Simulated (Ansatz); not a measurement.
Frontier orbitals of CH5InS (`C[S][InH2]`).

Cartesian coordinates in Å:
```
C 0.072 -1.386 0.422
S -1.290 -0.258 -0.004
In -0.175 1.769 -0.543
H -0.058 -1.726 1.449
H 1.046 -0.905 0.329
H 0.038 -2.248 -0.244
H 1.535 1.671 -0.407
H -1.168 3.084 -1.001
```

The species carries charge 0 and has multiplicity 1. Correlated methods include outer-core shells of In, which these sets cover unevenly. In takes the def2 core potential. The geometry is a stationary point of PBE0-D4/def2-TZVP. Basis def2-TZVPP, Ansatz 0.2.0.

Orbital energies of one run (eV). Highest occupied ones, from the top: -5.68, -6.41, -7.26, -8.71, -9.96, -10.33, -10.92, -15.15, -18.46, -18.73, -18.73, -18.78, -18.90, -19.34. Empty: -2.14, -0.95, -0.09, 0.03, 1.12, 1.55.

(1) Which functional gave them?
A. HSE06 (plane-wave form)
B. r2SCAN0
C. revPBE
D. BHLYP

Results:

(1) C. HOMO energies: revPBE -5.68, r2SCAN0 -6.98, HSE06 -6.44, BHLYP -7.82 eV.
